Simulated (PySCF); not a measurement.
**Working with the constants of IF**

RHF-CCSD(T) constants of IF, ¹Σ⁺ (singlet), closed shell (PySCF, scalar-relativistic core potentials, basis sets I def2-TZVPP with ECP28, F def2-TZVPP; masses 126.9045 and 18.9984 u):

* ωe: 619.1 cm⁻¹
* ωexe: 3.23 cm⁻¹
* Be: 0.27948 cm⁻¹
* αe: 0.00187 cm⁻¹
* De to I + F: 2.73 eV

Task: What force constant and bond length do these constants imply?

Result: Reduced mass μred = 16.525 u; k = 5.8918×10⁻⁷·μred·ωe² (u, cm⁻¹, mdyn/Å) = 3.73 mdyn/Å; Re = √(16.8576/(μred·Be)) (u, cm⁻¹, Å) = 1.911 Å.

Task: Estimate the centrifugal constant D from the Kratzer relation and find the Dunham coefficient a1.

Result: D = 4Be³/ωe² = 2.28e-07 cm⁻¹; a1 = −1 − αeωe/(6Be²) = -3.47.

Measured values (Huber and Herzberg, Constants of Diatomic Molecules (1979)): ωe = 610.24 cm⁻¹, ωexe = 3.123 cm⁻¹, Be = 0.2797108 cm⁻¹, αe = 0.0018734 cm⁻¹.

Correlated steps freeze 5 core orbitals. These are scalar-relativistic numbers at best; spin–orbit coupling would shift them, the dissociation energy most. Where the molecule has an RHF reference, its open-shell atoms are computed with UHF.
